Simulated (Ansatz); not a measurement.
Geometry optimisation, Ansatz 0.2.0, UHF/6-31G*.

Input file:

```yaml
crystal:
  periodic: [false, false, false]
  atoms:
    - { symbol: Al, position_ang: [-0.01294, -0.906699, -0.662072] }
    - { symbol: F, position_ang: [0.007269, -0.455387, 2.195835] }
    - { symbol: "N", position_ang: [1.522536, -0.061144, -0.995127] }
    - { symbol: H, position_ang: [2.42782, -0.465598, -0.871644] }
    - { symbol: H, position_ang: [1.608762, 0.885503, -1.30339] }
    - { symbol: "N", position_ang: [-1.528148, -0.003763, -0.933239] }
    - { symbol: H, position_ang: [-2.444678, -0.372758, -0.781171] }
    - { symbol: H, position_ang: [-1.586616, 0.936401, -1.271032] }
    - { symbol: Cl, position_ang: [0.005995, 0.443444, 3.481839] }
magnetization:
  spin_polarized: true
  initial_magnetization: 1
basis:
  gaussian: { orbitals: "6-31G*" }
hamiltonian:
  xc: hf
relax:
  f_tol: 0.03
  max_steps: 50
```

Command:

```bash
$ ansatz run input.yaml --threads 2 --pin off --max-ram 3072MiB --backend cpu --events-out ev --progress --plain --runs-dir out
```

Task: Where does it end, and by what steps?

Result: The run converged. The force dipped under the threshold on the way, but the program's further checks kept it going. After 29 steps the energy has fallen by 0.079 eV; Cl9 moved furthest, 0.86 Å.

```
step  energy less start (eV)  largest force component (eV/Å)  accepted
   0                  0.0000                           1.624       yes
   2                 -0.0573                           0.834        no
   4                 -0.0698                           0.297       yes
   6                 -0.0733                           0.058       yes
   8                 -0.0745                           0.083       yes
  10                 -0.0753                           0.182        no
  12                 -0.0759                           0.063       yes
  14                 -0.0762                           0.009       yes
  16                 -0.0765                           0.045       yes
  18                 -0.0771                           0.070       yes
  20                 -0.0776                           0.094       yes
  22                 -0.0781                           0.092       yes
  24                 -0.0787                           0.063       yes
  26                 -0.0790                           0.040       yes
  28                 -0.0791                           0.081        no
  29                 -0.0793                           0.004       yes
```

```xyz
9
Properties=species:S:1:pos:R:3
Al 0.062 -0.955 -0.852
F 0.132 -0.557 2.468
N 1.599 -0.115 -1.190
H 2.485 -0.568 -1.267
H 1.708 0.873 -1.295
N -1.418 0.036 -0.739
H -2.333 -0.329 -0.577
H -1.458 1.029 -0.844
Cl -0.776 0.587 3.155
```

Whether the end is a true minimum wasn't checked by a vibrational analysis.

The run took 55 s on 2 threads of Arm Neoverse V1 (shared host), peak memory 0.25 GiB.
